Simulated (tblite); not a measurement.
Species: C4H5F2SSe (doublet state).
Atom-mapped SMILES: `[CH3:1][C:2](=[S:3])[C@@H:4]([Se:5])[CH:6]([F:7])[F:8]` (hydrogens: H9, H10, H11 on C1; H12 on C4; H13 on C6)
Bond orders are those of one Lewis drawing.

Computed with GFN2-xTB (tblite), gas phase: L-BFGS steps from a force-field or distance-geometry start until the largest atomic force falls under 0.01 eV/Å.

Step 61: E = -733.5690 eV
```
atom  x, y, z in Å  |  force x, y, z in eV/Å
C1      1.5328    0.5241   -0.2591    0.040   0.036   0.037
C2      0.7060   -0.6900   -0.4166    0.044  -0.065   0.118
S3      1.1918   -1.9717   -1.2913    0.039  -0.034  -0.072
C4     -0.5936   -0.7695    0.3041   -0.087   0.059  -0.008
Se5    -0.2497   -0.9151    2.2635   -0.008  -0.052  -0.029
C6     -1.5038    0.4344    0.0905   -0.040   0.032   0.025
F7     -1.0093    1.5621    0.6461    0.057  -0.020  -0.037
F8     -1.6445    0.6987   -1.2320   -0.015  -0.014   0.043
H9      1.0972    1.3566   -0.8132   -0.052   0.012  -0.032
H10     2.5403    0.3538   -0.6237    0.060  -0.006  -0.053
H11     1.5658    0.8208    0.7902   -0.005   0.036   0.017
H12    -1.1349   -1.6720    0.0036   -0.007   0.032   0.031
H13    -2.5024    0.2682    0.5202   -0.026  -0.016  -0.040
```

Step 62: E = -733.5703 eV
```
atom  x, y, z in Å  |  force x, y, z in eV/Å
C1      1.5298    0.5255   -0.2608    0.026   0.000   0.012
C2      0.7077   -0.6933   -0.4144    0.041  -0.047   0.097
S3      1.2009   -1.9776   -1.2827    0.025  -0.010  -0.047
C4     -0.5954   -0.7697    0.3007   -0.041   0.027   0.020
Se5    -0.2509   -0.9248    2.2622   -0.014  -0.050  -0.053
C6     -1.5015    0.4373    0.0935   -0.029   0.005   0.019
F7     -1.0008    1.5606    0.6515    0.044  -0.005  -0.036
F8     -1.6445    0.7042   -1.2277   -0.013   0.006   0.018
H9      1.0950    1.3508   -0.8254   -0.061   0.021  -0.032
H10     2.5392    0.3564   -0.6203    0.066  -0.009  -0.035
H11     1.5528    0.8296    0.7861    0.012   0.045   0.025
H12    -1.1369   -1.6704   -0.0035   -0.021   0.027   0.033
H13    -2.4997    0.2718    0.5231   -0.035  -0.009  -0.023
```

Step 63: E = -733.5721 eV
```
atom  x, y, z in Å  |  force x, y, z in eV/Å
C1      1.5233    0.5283   -0.2651   -0.003  -0.026  -0.019
C2      0.7118   -0.7013   -0.4083    0.025   0.014   0.047
S3      1.2185   -1.9889   -1.2665   -0.001   0.028   0.002
C4     -0.5986   -0.7711    0.2956    0.040  -0.034   0.054
Se5    -0.2539   -0.9461    2.2590   -0.022  -0.047  -0.080
C6     -1.4959    0.4430    0.1003   -0.001  -0.032   0.003
F7     -0.9833    1.5564    0.6662    0.004   0.010  -0.035
F8     -1.6394    0.7186   -1.2183   -0.010   0.033  -0.012
H9      1.0886    1.3377   -0.8559   -0.041  -0.018   0.006
H10     2.5384    0.3601   -0.6117    0.040   0.003   0.011
H11     1.5230    0.8523    0.7769    0.049   0.042  -0.019
H12    -1.1419   -1.6670   -0.0168   -0.041   0.015   0.035
H13    -2.4950    0.2784    0.5270   -0.038   0.010   0.005
```

**Question.** Estimate the geometry and energy of step 64. (The exact step hangs on the optimiser's Hessian estimate; all steps are aligned on step 63, rigid shifts and turns removed.)

**Answer.** E = -733.5727 eV, largest force 0.080 eV/Å
```
atom  x, y, z in Å  |  force x, y, z in eV/Å
C1      1.5232    0.5285   -0.2650    0.001  -0.034  -0.029
C2      0.7135   -0.7025   -0.4055    0.013   0.017   0.022
S3      1.2210   -1.9892   -1.2652   -0.007   0.034   0.016
C4     -0.5987   -0.7711    0.2958    0.044  -0.041   0.044
Se5    -0.2566   -0.9499    2.2578   -0.017  -0.047  -0.062
C6     -1.4953    0.4434    0.1013    0.003  -0.032  -0.005
F7     -0.9801    1.5566    0.6648   -0.002   0.017  -0.023
F8     -1.6406    0.7187   -1.2171   -0.010   0.032  -0.025
H9      1.0861    1.3352   -0.8575   -0.039  -0.015   0.005
H10     2.5387    0.3617   -0.6125    0.028   0.005   0.021
H11     1.5219    0.8547    0.7759    0.056   0.046  -0.008
H12    -1.1429   -1.6655   -0.0188   -0.041   0.006   0.032
H13    -2.4946    0.2799    0.5285   -0.030   0.012   0.012
```

The energy changes by -0.0006 eV. The first-order estimate −F·Δx gives -0.0007 eV and the mean of the old and new forces, exact on a quadratic surface, -0.0006 eV. The step makes an angle of 67° with the force vector and moves no atom by more than 0.005 Å.

What follows is the cost of the whole relaxation. On one thread of an Arm Neoverse V1, no GPU, shared host with 32 logical CPUs at a one-minute load of 14, this took 0.6 s of wall time.
